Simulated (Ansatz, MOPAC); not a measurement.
Noncovalent pair: CH2O (SMILES C=O) (first 4 atoms) with CH2F2 (SMILES FCF); geometry from B3LYP-D3(BJ)/def2-TZVP, rigid monomers moved along the line of their centres of mass till O2···H9 is 2.83 Å.
(charge 0, multiplicity 1):
| atom | x (Å) | y (Å) | z (Å) |
|---|---|---|---|
| C | -0.3321 | -0.1009 | -0.0157 |
| O | 0.6460 | -0.7140 | 0.3174 |
| H | -0.5454 | 0.1159 | -1.0798 |
| H | -1.0646 | 0.2758 | 0.7196 |
| F | -0.1439 | 0.7924 | 3.6103 |
| C | -0.0679 | -0.5583 | 3.8031 |
| F | -1.2765 | -1.0993 | 3.4663 |
| H | 0.1124 | -0.7468 | 4.8623 |
| H | 0.6900 | -0.9611 | 3.1340 |

Monomers are frozen at their geometry in the pair; levels with a basis set take the counterpoise correction.

The state that AM1, PM6 reach isn't checked.

Programs: Ansatz (Gaussian basis) for Hartree–Fock, density functionals and correlated methods; MOPAC for AM1, PM6 (differences of heats of formation). Values without a source in brackets are computed.

What interaction energy does AM1 give?

-49 meV

Give the interaction energy at the level wB97M-V/def2-TZVPPD.

-122 meV

What interaction energy does PM6 give?

-77 meV

Ansatz is an electronic-structure program.
